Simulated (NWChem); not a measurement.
CH$_{8}$Si$_{2}$; SMILES [SiH3][SiH2]C

Problem. Give the equilibrium geometry at PBE0/def2-SVP (NWChem) as a Z-matrix, with the point group.

Solution. point group C1; any orientation.
```
Si
H 1 1.4983
H 1 1.4983 2 107.50
C 1 1.8863 2 110.27 3 120.25
H 4 1.1007 1 110.85 2 60.44
H 4 1.1007 5 108.15 1 -121.74
H 4 1.1009 5 108.13 6 -116.86
Si 1 2.3496 2 108.61 3 -117.32
H 8 1.4962 1 111.04 2 57.52
H 8 1.4975 9 108.38 1 -121.51
H 8 1.4975 9 108.37 10 -117.00
```
